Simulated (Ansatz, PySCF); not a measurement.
BrCdHSe, SMILES [Br][Cd][SeH]. Atoms are numbered in the order given.

```xyz
4

Cd    -0.0492     0.2000    -0.1253
Br     1.7968    -1.2553    -0.6979
Se    -1.9133     1.6801     0.4455
H     -2.3196     0.7753     1.5351
```
Charge 0, spin multiplicity 1.

Geometry: r2SCAN-D4/def2-SVP. The structure was generated by enumeration; whether it is a known compound was not checked. The def2 effective core potentials stand for the cores of Cd; spin–orbit coupling is left out. The values are those of a single conformer.

Two levels are set side by side: PBE-D3(BJ)/def2-SVP (Ansatz, a first-principles code) and r2SCAN-D4/def2-SVP (Ansatz). Each level has its own optimised geometry; the coordinates shown are those of the second. Frequencies come from the Hessian of PySCF at each geometry. Differences are taken from unrounded values.

```csv
quantity,r2SCAN-D4,PBE-D3(BJ),PBE-D3(BJ) minus r2SCAN-D4
mean bond length (Å),2.114,2.130,0.016
bond Cd1–Br2 (Å),2.419,2.435,0.015
bond Cd1–Se3 (Å),2.448,2.466,0.018
bond Se3–H4 (Å),1.473,1.488,0.014
highest harmonic wavenumber (cm⁻¹),2425,2348,-77
mean harmonic wavenumber (cm⁻¹),605,588,-18
zero-point energy (kcal/mol),5.19,5.04,-0.15
```
